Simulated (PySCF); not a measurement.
A calculated (UHF, PySCF 2.14, def2-SVP, no relativity, point nucleus) atom or ion has these occupied shells.

```json
{"shell": "1s α", "electrons": "1", "orbital energy (eV)": "-7720.8", "rms radius, mean of both spins (bohr)": "0.0659"}
{"shell": "1s β", "electrons": "1", "orbital energy (eV)": "-7720.8", "rms radius, mean of both spins (bohr)": "0.0659"}
{"shell": "2s α", "electrons": "1", "orbital energy (eV)": "-968.43", "rms radius, mean of both spins (bohr)": "0.279"}
{"shell": "2s β", "electrons": "1", "orbital energy (eV)": "-965.63", "rms radius, mean of both spins (bohr)": "0.279"}
{"shell": "2p α", "electrons": "3", "orbital energy (eV)": "-839.55", "rms radius, mean of both spins (bohr)": "0.250"}
{"shell": "2p β", "electrons": "3", "orbital energy (eV)": "-836.80", "rms radius, mean of both spins (bohr)": "0.250"}
{"shell": "3s α", "electrons": "1", "orbital energy (eV)": "-145.41", "rms radius, mean of both spins (bohr)": "0.842"}
{"shell": "3s β", "electrons": "1", "orbital energy (eV)": "-137.84", "rms radius, mean of both spins (bohr)": "0.842"}
{"shell": "3p α", "electrons": "3", "orbital energy (eV)": "-105.17", "rms radius, mean of both spins (bohr)": "0.894"}
{"shell": "3p β", "electrons": "3", "orbital energy (eV)": "-96.015", "rms radius, mean of both spins (bohr)": "0.894"}
{"shell": "3d α", "electrons": "5", "orbital energy (eV)": "-38.267", "rms radius, mean of both spins (bohr)": "1.12"}
{"shell": "3d β", "electrons": "2", "orbital energy (eV)": "-34.599", "rms radius, mean of both spins (bohr)": "1.12"}
```

Name the element and its charge.

Co²⁺ (cobalt, charge +2), in [Ar] 3d7, high-spin 4F determinant.
